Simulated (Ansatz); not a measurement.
Program: Ansatz. Geometries: PBE0-D4/def2-TZVP. ΔE: electronic, gas phase. CCSD(T)/CBS is the MP2 limit (def2-TZVPP, def2-QZVPP) plus CCSD(T) − MP2 in def2-TZVPP, frozen cores. This one scheme is used for every species. Each species was taken in one conformer, which may not be the lowest.

Consider the ligand exchange at the Si–F bond: `O[Si](F)([SiH3])[SiH3]` + NH₃ → `N[Si](O)([SiH3])[SiH3]` + H–F.

```csv
species,CCSD/def2-TZVPP energy (Eh)
`O[Si](F)([SiH3])[SiH3]`,-1046.31699
NH₃,-56.46834
`N[Si](O)([SiH3])[SiH3]`,-1002.41400
H–F,-100.33828
```

(1) Work out ΔE.

Largest T1 diagnostic among the species: 0.013.

Answers

(1) ΔE = (-1002.41400) + (-100.33828) − (-1046.31699) − (-56.46834) = 0.03305 Eh = +20.7 kcal/mol. CCSD(T)/CBS gives +20.0 kcal/mol.

The D4 term adds −2.0 kcal/mol with B3LYP and −1.1 kcal/mol with PBE0; it sums over pairs of atoms, weighted by their polarisabilities, and B3LYP, whose exchange is more repulsive, gets the larger term. In def2-TZVPP, CCSD(T) changes the Hartree–Fock value by −4.4 kcal/mol (the triples alone add −0.6 kcal/mol) and MP2 by −5.3 kcal/mol.

B3LYP here is the variant with VWN-RPA as its local correlation; programs differ in this.
